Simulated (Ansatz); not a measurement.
Geometry optimisation, Ansatz 0.2.0, RKS PBE0-D4/def2-SVP.

Input:

```yaml
crystal:
  periodic: [false, false, false]
  atoms:
    - { symbol: Zn, position_ang: [0.0, 0.0, 0.0] }
    - { symbol: Cl, position_ang: [0.0, 0.0, 2.59] }
    - { symbol: O, position_ang: [0.0, 0.0, -1.79] }
    - { symbol: H, position_ang: [0.2547, -0.9174, -2.1271] }
    - { symbol: F, position_ang: [-1.8675, -0.3387, 0.6306] }
    - { symbol: H, position_ang: [-1.394, -0.2528, 1.7691] }
basis:
  gaussian: { orbitals: def2-SVP }
hamiltonian:
  xc: pbe0
  dispersion: d4
relax:
  f_tol: 0.15
  max_steps: 25
  restrain:
    - { distance: [0, 4], at: 2.9, k: 30.0 }
    - { distance: [5, 1], at: 2.57, k: 30.0 }
    - { distance: [0, 1], at: 2.24, k: 30.0 }
    - { distance: [5, 4], at: 0.92, k: 30.0 }
output:
  orbitals: {}
```

Launched with:

```bash
$ ansatz run input.yaml --threads 2 --pin off --max-ram 3072MiB --backend cpu --events-out ev --progress --plain --runs-dir out
```

Question: Where does it end, and by what steps?

Answer: The run converged. The restraints hold the end off the free minimum. After 15 steps the energy has fallen by 0.866 eV (the restraints' own energy left out); O3 moved furthest, 0.66 Å. Parted: Zn1–F5 (2.00 → 2.89 Å). Joined: F5–H6 (1.24 → 0.93 Å).

```csv
step,energy less start (eV),largest force component (eV/Å),accepted
0,0.0000,2.166,yes
1,-0.2926,2.632,yes
2,-0.4478,2.199,yes
3,-0.5815,1.787,yes
4,-0.7807,0.990,yes
5,-0.8243,1.012,yes
6,-0.8379,1.083,yes
7,-0.6500,2.772,no
8,-0.8409,1.056,yes
9,-0.8463,1.061,yes
10,-0.8572,1.054,yes
11,-0.6961,2.786,no
12,-0.8586,1.027,yes
13,-0.8656,1.068,yes
14,-0.8177,1.643,no
15,-0.8659,1.066,yes
```

```xyz
6
Properties=species:S:1:pos:R:3
Zn 0.399 -0.047 0.077
Cl 0.430 0.256 2.264
O 0.616 -0.193 -1.670
H -0.121 -0.613 -2.124
F -2.340 -0.554 0.845
H -1.991 -0.358 1.680
```

The run took 34 s on 2 threads of Arm Neoverse V1, on a shared host, peak memory 0.18 GiB.
